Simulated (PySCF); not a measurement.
Frontier levels across methods

Species: CH7BO2SSi.
Z-matrix (Å and degrees, PBE0-D3(BJ)/def2-SVP geometry), rows numbered from 1:
```
C 
S   1  1.8247
Si  2  2.1520  1   99.61
B   3  2.0367  2  108.97  1    62.03
O   4  1.3624  3  124.85  2   112.78
O   4  1.3595  3  117.16  2   -63.55
H   1  1.0994  2  110.94  3    71.30
H   1  1.0982  2  106.68  3  -170.27
H   1  1.0987  2  111.35  3   -51.14
H   3  1.4993  2  110.83  1   -62.24
H   3  1.4988  2  104.46  1  -178.72
H   5  0.9612  4  113.77  3     2.33
H   6  0.9673  4  111.42  3   175.84
```

Basis pcSseg-1 throughout (PySCF), one geometry. Isolated species at its PBE0-D3(BJ)/def2-SVP geometry (one conformer only).

Task: How do the orbital energies, the gap and the dipole change with the method?

Result: 
```
   method                    kind  HOMO (eV)  LUMO (eV)  gap (eV)  μ (D)  SCF cycles
     BLYP                     GGA      -5.23      -1.13      4.10   2.03          15
    B97-D                     GGA      -5.38      -1.17      4.21   2.08          14
      PBE                     GGA      -5.39      -1.32      4.08   2.09          15
     OPBE                     GGA      -5.40      -1.18      4.22   2.16          15
      LDA                     LDA      -5.48      -1.56      3.91   2.09          15
      KT2                     GGA      -5.49      -1.40      4.09   1.98          14
      KT3                     GGA      -5.50      -1.28      4.21   2.00          14
     BP86                     GGA      -5.50      -1.39      4.11   2.09          15
    B3LYP           global hybrid      -6.36      -0.63      5.73   2.05          13
    B97-2           global hybrid      -6.38      -0.47      5.90   2.10          12
     PBE0           global hybrid      -6.61      -0.48      6.13   2.11          12
 mPW1PW91           global hybrid      -6.64      -0.47      6.17   2.10          12
BHandHLYP           global hybrid      -7.68       0.51      8.18   2.06          12
CAM-B3LYP  range-separated hybrid      -7.88       0.64      8.53   2.11          12
  wB97X-D  range-separated hybrid      -8.46       1.29      9.74   2.18          14
  LC-wPBE  range-separated hybrid      -9.27       1.73     11.00   2.23          14
       HF            Hartree–Fock      -9.39       2.88     12.27   2.13          10
```

The HOMO spans 4.16 eV, from BLYP down to HF, and the gap runs from 3.91 eV (LDA) to 12.27 eV (HF). Over the methods BLYP (0 %), B97-D (0 %), PBE (0 %), OPBE (0 %), LDA (0 %), KT2 (0 %), KT3 (0 %), BP86 (0 %), B3LYP (20 %), B97-2 (21 %), PBE0 (25 %), mPW1PW91 (25 %), BHandHLYP (50 %), HF (100 %), a straight line through the gap against the share of exact exchange rises by 0.81 eV for each 10 % (correlation coefficient 0.999). The dipole ranges from 1.98 D (KT2) to 2.23 D (LC-wPBE). This basis has no diffuse functions.
